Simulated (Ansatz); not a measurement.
Consider the ligand exchange at a Mg–C bond: `[CH3][Mg][F]` + `O[SiH3]` → `[F][Mg][O][SiH3]` + CH₄.

Isolated molecules relaxed with PBE0-D4/def2-TZVP in Ansatz; ΔE leaves out vibrations. CBS: MP2 limit from def2 TZ/QZ plus the TZ coupled-cluster correction, frozen cores. This one scheme is used for every species. DFT in def2-TZVPP. For Mg outer-core shells are correlated without core-valence functions, which leaves a few kJ/mol of doubt a bond. One conformer a species, not always the lowest.

`[CH3][Mg][F]`:

```xyz
6

C     0.413    0.493   -0.446
Mg   -0.678   -0.809    0.733
F    -1.607   -1.917    1.736
H     1.455    0.173   -0.536
H     0.002    0.557   -1.458
H     0.415    1.504   -0.029
```

`O[SiH3]`:

```xyz
6

O    -0.151   -1.269   -0.102
Si    0.148    0.331    0.158
H    -0.751   -1.502   -0.811
H     0.757    0.978   -1.037
H     1.093    0.387    1.296
H    -1.097    1.075    0.496
```

`[F][Mg][O][SiH3]`:

```xyz
7

F     1.912   -2.720    2.085
Mg    1.061   -1.509    1.157
O     0.192   -0.273    0.210
Si   -0.594    0.846   -0.648
H    -1.846    0.289   -1.240
H    -0.974    2.010    0.204
H     0.249    1.358   -1.767
```

CH₄:

Cartesian coordinates in Å:
```
C 0.000 0.000 0.000
H -0.407 0.968 0.292
H 0.625 0.121 -0.884
H -0.817 -0.685 -0.224
H 0.599 -0.404 0.816
```

CCSD(T)/CBS gives -169.3 kJ/mol.

Q: Another level gave -157.2 kJ/mol. Which?
A. PBE/def2-TZVPP
B. RPA@PBE/def2-TZVPP
C. PBE0/def2-TZVPP
D. MP2/def2-TZVPP

A: C. PBE0 -157.2, MP2/def2-TZVPP -171.0, RPA@PBE/def2-TZVPP -162.7, PBE -150.8 kJ/mol.

Largest T1 diagnostic among the species: 0.012.

Leaving LDA and LC-ωPBE aside and taking each functional with its dispersion term where it has one, the values, not all of them listed here, spread over 21.9 kJ/mol, from BHLYP-D4 to PBE-D4. LDA lies +4.2 kJ/mol from PBE without D4. At CCSD(T), def2-SVP lies −22.7 kJ/mol from the extrapolated value and def2-TZVPP +2.5 kJ/mol.
